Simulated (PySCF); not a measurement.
Ge(F)(Me)3, SMILES [CH3][Ge]([CH3])([CH3])[F], PBE0/def2-SVP optimised geometry.

```
14

C     -1.69    -1.09     1.62
Ge    -0.93    -0.33     0.00
C     -1.69    -1.09    -1.62
C      1.01    -0.33     0.00
F     -1.40     1.36     0.00
H     -1.46    -2.16     1.69
H     -1.28    -0.59     2.51
H     -2.78    -0.96     1.62
H     -1.30    -0.56    -2.51
H     -1.44    -2.15    -1.71
H     -2.79    -0.99    -1.61
H      1.40    -1.36     0.02
H      1.40     0.20     0.88
H      1.40     0.17    -0.90
```

Density from PBE0/def2-TZVP in PySCF 2.14.0 at that geometry.

Minimum of the electron density along straight lines between bonded atoms, close to the bond critical point (lines longer than 1.1 times the sum of covalent radii, or with two minima, are not listed):

```tsv
bond	length / Å	ρ at the minimum / e bohr⁻³	∇²ρ there / e bohr⁻⁵	position (fraction from the first atom)
C1–Ge2	1.942	0.132	0.10	0.53
Ge2–C3	1.942	0.132	0.10	0.47
Ge2–C4	1.942	0.132	0.10	0.47
Ge2–F5	1.760	0.134	0.75	0.48
C1–H6	1.101	0.267	-0.87	0.64
C1–H7	1.100	0.268	-0.88	0.64
C1–H8	1.100	0.268	-0.88	0.64
C3–H9	1.100	0.268	-0.88	0.64
C3–H10	1.101	0.267	-0.87	0.64
C3–H11	1.100	0.268	-0.88	0.64
C4–H12	1.101	0.267	-0.87	0.64
C4–H13	1.100	0.268	-0.88	0.64
C4–H14	1.100	0.268	-0.88	0.64
```
